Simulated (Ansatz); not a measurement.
C6H16HfO4 (`CC[O][Hf]([OH])([O]CC)[O]CC`). Total charge 0; spin multiplicity 1. Hf takes the def2 core potential. All single points use the PBE0-D4/def2-TZVP geometry. It is one conformer, not always the lowest.

```xyz
27

C     2.705   -1.573   -1.276
C     1.655   -2.512   -0.721
O     0.456   -1.855   -0.481
Hf   -1.125   -0.787   -0.213
O    -2.637   -1.598   -1.116
O    -0.822    0.975   -0.928
C    -0.494    2.201   -1.491
C     0.888    2.180   -2.109
O    -1.461   -0.639    1.679
C    -1.584   -0.301    3.020
C    -1.305    1.168    3.256
H     2.369   -1.133   -2.217
H     3.641   -2.108   -1.460
H     2.905   -0.762   -0.572
H     1.482   -3.336   -1.427
H     2.015   -2.963    0.213
H    -3.431   -2.084   -1.307
H    -0.545    2.979   -0.717
H    -1.240    2.461   -2.254
H     0.944    1.427   -2.898
H     1.642    1.942   -1.356
H     1.129    3.154   -2.544
H    -0.890   -0.912    3.613
H    -2.597   -0.548    3.362
H    -0.289    1.422    2.943
H    -2.002    1.787    2.686
H    -1.411    1.415    4.316
```

**Question.** What is the dipole moment at B3LYP/def2-TZVPP? (An estimate is asked.)

**Answer.** Ansatz gave: 0.38 D, with components (0.20, 0.19, 0.26) D in this frame, pointing from negative to positive charge.

**Question.** And with PBE, r2SCAN, ωB97M-V? (Estimate.)

**Answer.** Ansatz gave: PBE 0.35 D, r2SCAN 0.38 D, ωB97M-V 0.35 D.

**Question.** Give the Mulliken charges with B3LYP, PBE, r2SCAN in def2-TZVPP. (Estimate.)

**Answer.** Computed: 
```json
{"atom": "C1", "B3LYP": "-0.23", "PBE": "-0.23", "r2SCAN": "-0.13"}
{"atom": "C2", "B3LYP": "0.05", "PBE": "0.02", "r2SCAN": "0.13"}
{"atom": "O3", "B3LYP": "-0.41", "PBE": "-0.31", "r2SCAN": "-0.42"}
{"atom": "Hf4", "B3LYP": "1.00", "PBE": "0.76", "r2SCAN": "1.06"}
{"atom": "O5", "B3LYP": "-0.46", "PBE": "-0.41", "r2SCAN": "-0.50"}
{"atom": "O6", "B3LYP": "-0.40", "PBE": "-0.31", "r2SCAN": "-0.41"}
{"atom": "C7", "B3LYP": "0.05", "PBE": "0.02", "r2SCAN": "0.13"}
{"atom": "C8", "B3LYP": "-0.23", "PBE": "-0.23", "r2SCAN": "-0.13"}
{"atom": "O9", "B3LYP": "-0.41", "PBE": "-0.31", "r2SCAN": "-0.42"}
{"atom": "C10", "B3LYP": "0.05", "PBE": "0.02", "r2SCAN": "0.13"}
{"atom": "C11", "B3LYP": "-0.23", "PBE": "-0.24", "r2SCAN": "-0.12"}
{"atom": "H12", "B3LYP": "0.08", "PBE": "0.08", "r2SCAN": "0.04"}
{"atom": "H13", "B3LYP": "0.08", "PBE": "0.07", "r2SCAN": "0.04"}
{"atom": "H14", "B3LYP": "0.07", "PBE": "0.08", "r2SCAN": "0.04"}
{"atom": "H15", "B3LYP": "0.06", "PBE": "0.06", "r2SCAN": "0.02"}
{"atom": "H16", "B3LYP": "0.06", "PBE": "0.06", "r2SCAN": "0.02"}
{"atom": "H17", "B3LYP": "0.17", "PBE": "0.17", "r2SCAN": "0.18"}
{"atom": "H18", "B3LYP": "0.06", "PBE": "0.06", "r2SCAN": "0.02"}
{"atom": "H19", "B3LYP": "0.06", "PBE": "0.06", "r2SCAN": "0.02"}
{"atom": "H20", "B3LYP": "0.08", "PBE": "0.08", "r2SCAN": "0.04"}
{"atom": "H21", "B3LYP": "0.08", "PBE": "0.08", "r2SCAN": "0.04"}
{"atom": "H22", "B3LYP": "0.08", "PBE": "0.07", "r2SCAN": "0.04"}
{"atom": "H23", "B3LYP": "0.06", "PBE": "0.06", "r2SCAN": "0.02"}
{"atom": "H24", "B3LYP": "0.06", "PBE": "0.06", "r2SCAN": "0.02"}
{"atom": "H25", "B3LYP": "0.08", "PBE": "0.08", "r2SCAN": "0.04"}
{"atom": "H26", "B3LYP": "0.08", "PBE": "0.08", "r2SCAN": "0.04"}
{"atom": "H27", "B3LYP": "0.08", "PBE": "0.07", "r2SCAN": "0.04"}
```

B3LYP here is the variant with VWN-RPA as its local correlation; programs differ in this.
